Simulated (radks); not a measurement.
The nuclear charge of the phosphorus ion P+ is varied continuously with 14 electrons held in [Ne] 3s2 3p2. All-electron calculation, scalar-relativistic Kohn-Sham, PBEsol, spin-unpolarised, spherical densities, finite nucleus; Fermi nuclear charge, rms radius 3.1889 fm. Program: a radial shooting solver on a logarithmic mesh with Libxc functionals. By the Hellmann-Feynman theorem dE/dZ = E(electron-nucleus)/Z, the electronic potential at the nucleus (averaged over a nucleus of fixed radius). The scalar-relativistic energy here is not variational (the density holds large components alone), so the two differ by a part that grows with Z.

Z,E (hartree),E(electron-nucleus)/Z (hartree),HOMO,e(HOMO) (eV),<r> HOMO (bohr)
14.5,-314.55900,-51.6480,3p,-8.637,2.405
14.75,-327.61588,-52.7837,3p,-11.293,2.260
15,-340.95675,-53.9184,3p,-14.181,2.135
15.25,-354.58141,-55.0524,3p,-17.293,2.025
15.5,-368.48971,-56.1859,3p,-20.626,1.929
15.75,-382.68156,-57.3190,3p,-24.175,1.843
16,-397.15688,-58.4519,3p,-27.936,1.765

The central difference of E at Z = 15 is -53.931 hartree, to compare with the third column; the second derivative is -4.54 hartree.
